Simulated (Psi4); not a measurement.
HN₂ (SMILES N#[NH+]), charge +1, singlet, geometry from GFN2-xTB; Psi4 with MP2/cc-pVDZ.

The Psi4 input:
```
memory 2 GB

molecule {
1 1
N    -0.00000000   -0.00000000   -0.43539476
N     0.00000000    0.00000000    0.64482984
H    -0.00000000   -0.00000000   -1.46604558
}

set {
  basis cc-pvdz
  freeze_core true
  mp2_type conv
  scf_type pk
  puream true
  d_convergence 1e-8
}

energy('mp2')
print_variables()
```

It wrote (shortened):

```
   => Loading Basis Set <=

    Name: CC-PVDZ
    Role: ORBITAL
    Keyword: BASIS

         ---------------------------------------------------------
                                   SCF
               by Justin Turney, Rob Parrish, Andy Simmonett
                          and Daniel G. A. Smith
                              RHF Reference
         ---------------------------------------------------------

  ==> Geometry <==

    Molecular point group: c2v
    Full point group: C_inf_v

    Geometry (in Angstrom), charge = 1, multiplicity = 1:

       Center              X                  Y                   Z               Mass
    ------------   -----------------  -----------------  -----------------  -----------------
         N            0.000000000000     0.000000000000    -0.485550506970    14.003074004430
         N            0.000000000000     0.000000000000     0.594674093030    14.003074004430
         H            0.000000000000     0.000000000000    -1.516201326970     1.007825032230

  Running in c2v symmetry.

  Rotational constants: A = ************  B =      1.59482  C =      1.59482 [cm^-1]
  Rotational constants: A = ************  B =  47811.59310  C =  47811.59310 [MHz]
  Nuclear repulsion =   29.352889248392682

  Charge       = 1
  Multiplicity = 1
  Electrons    = 14
  Nalpha       = 7
  Nbeta        = 7

  ==> Algorithm <==

  SCF Algorithm Type is PK.
  DIIS enabled.
  MOM disabled.
  Fractional occupation disabled.
  Guess Type is SAD.
  Energy threshold   = 1.00e-08
  Density threshold  = 1.00e-08
  Integral threshold = 1.00e-12

  ==> Primary Basis <==

  Basis Set: CC-PVDZ
    Blend: CC-PVDZ
    Number of shells: 15
    Number of basis functions: 33
    Number of Cartesian functions: 35
    Spherical Harmonics?: true
    Max angular momentum: 2

  ==> Integral Setup <==

  Using in-core PK algorithm.
   Calculation information:
      Number of atoms:                   3
      Number of AO shells:              15
      Number of primitives:             49
      Number of atomic orbitals:        35
      Number of basis functions:        33

      Integral cutoff                 1.00e-12
      Number of threads:                 1

  Performing in-core PK
  Using 315282 doubles for integral storage.
  We computed 7260 shell quartets total.
  Whereas there are 7260 unique shell quartets.

  ==> DiskJK: Disk-Based J/K Matrices <==

    J tasked:                  Yes
    K tasked:                  Yes
    wK tasked:                  No
    Schwarz Cutoff:          1E-12

  Minimum eigenvalue in the overlap matrix is 3.6851135815E-03.
  Reciprocal condition number of the overlap matrix is 1.0367470267E-03.
    Using symmetric orthogonalization.

  ==> Pre-Iterations <==

  SCF Guess: Superposition of Atomic Densities via on-the-fly atomic UHF (no occupation information).

   -------------------------
    Irrep   Nso     Nmo
   -------------------------
     A1        17      17
     A2         2       2
     B1         7       7
     B2         7       7
   -------------------------
    Total      33      33
   -------------------------

  ==> Iterations <==

                        Total Energy        Delta E     RMS |[F,P]|

   @RHF iter SAD:  -108.89321000603616   -1.08893e+02   0.00000e+00
   @RHF iter   1:  -109.11003481145397   -2.16825e-01   1.32549e-02 DIIS/ADIIS
   @RHF iter   2:  -109.13983990718732   -2.98051e-02   7.60012e-03 DIIS/ADIIS
   @RHF iter   3:  -109.14700653204511   -7.16662e-03   2.56486e-03 DIIS/ADIIS
   @RHF iter   4:  -109.14808514999022   -1.07862e-03   5.00218e-04 DIIS/ADIIS
   @RHF iter   5:  -109.14812865407904   -4.35041e-05   5.36351e-05 DIIS
   @RHF iter   6:  -109.14812974515610   -1.09108e-06   1.48957e-05 DIIS
   @RHF iter   7:  -109.14812979641515   -5.12591e-08   2.87774e-06 DIIS
   @RHF iter   8:  -109.14812979813843   -1.72328e-09   3.26453e-07 DIIS
   @RHF iter   9:  -109.14812979816338   -2.49543e-11   3.23190e-08 DIIS
[...]
  @RHF Final Energy:  -109.14812979816362
    Total Energy =                       -109.1481297981636231
  DIE_IF_NOT_CONVERGED          => (empty)
[...]
  PCG_CONVERGENCE               => (empty)
  PCG_MAXITER                   => (empty)
  PCM                           => (empty)
  PE                            => (empty)
  PRINT                         => (empty)
  PRINT_NOONS                   => (empty)
  PROPERTIES                    => (empty)
  PROPERTIES_ORIGIN             => (empty)
  PUREAM                        => TRUE            !
  QC_MODULE                     => (empty)
  RAS1                          => (empty)
  RAS2                          => (empty)
  RAS3                          => (empty)
  RAS4                          => (empty)
  RELATIVISTIC                  => (empty)
  RELAXED                       => (empty)
  REMP_A                        => (empty)
  RESTRICTED_DOCC               => (empty)
  RESTRICTED_UOCC               => (empty)
  RMS_MOGRAD_CONVERGENCE        => (empty)
  R_CONVERGENCE                 => (empty)
  SCF_TYPE                      => PK              !
  SCREENING                     => (empty)
  SCS_TYPE                      => (empty)
  SOCC                          => (empty)
  SOS_TYPE                      => (empty)
  SPIN_SCALE_TYPE               => NONE            !
  SS_SCALE                      => (empty)
  SYMMETRIZE                    => (empty)
  TPDM_ABCD_TYPE                => (empty)
  WFN                           => (empty)
  WFN_TYPE                      => OMP2            !
  WRITER_FILE_LABEL             => (empty)
  ZORA_BASIS_TOLERANCE          => (empty)
  ZORA_NR_DEBUG                 => (empty)
  ZORA_PRUNING_SCHEME           => (empty)
  ZORA_RADIAL_POINTS            => (empty)
  ZORA_SPHERICAL_POINTS         => (empty)

 ==============================================================================
 ==============================================================================
 ==============================================================================

                             MP2
                    Program Written by Ugur Bozkaya,
              Additional Contributions by J. P. Misiewicz

 ==============================================================================
 ==============================================================================
 ==============================================================================

	MO spaces per irreps...

	IRREP   FC    OCC   VIR  FV
	==============================
	  A1     2     3    12    0
	  A2     0     0     2    0
	  B1     0     1     6    0
	  B2     0     1     6    0
	==============================

	Cost of iabc is      0 MB
	Cost of abcd is      0 MB
	Switching to the incore algorithm for iabc..
	Switching to the incore algorithm for abcd..

	Computing MP2 energy using SCF MOs (Canonical MP2)...
	==============================================================================
	Nuclear Repulsion Energy (a.u.)    :    29.35288924839268
	SCF Energy (a.u.)                  :  -109.14812979816362
	REF Energy (a.u.)                  :  -109.14812979816362
	Alpha-Alpha Contribution (a.u.)    :    -0.03981021761800
	Alpha-Beta Contribution (a.u.)     :    -0.22919649722478
	Beta-Beta Contribution (a.u.)      :    -0.03981021761800
	Scaled_SS Correlation Energy (a.u.):    -0.02654014507867
	Scaled_OS Correlation Energy (a.u.):    -0.27503579666974
	SCS-MP2 Total Energy (a.u.)        :  -109.44970573991202
	SOS-MP2 Total Energy (a.u.)        :  -109.42316559483336
	SCSN-MP2 Total Energy (a.u.)       :  -109.28826176417898
	SCS-MP2-VDW Total Energy (a.u.)    :  -109.48131153222934
	SOS-PI-MP2 Total Energy (a.u.)     :  -109.46900489427831
	MP2 Correlation Energy (a.u.)      :    -0.30881693246079
	MP2 Total Energy (a.u.)            :  -109.45694673062441
	==============================================================================

  Variable Map:
  ----------------------------------------------------------------------------
[...]
  Array Variable Map:
  ----------------------------------------------------------------------------
[...]
[...]
```
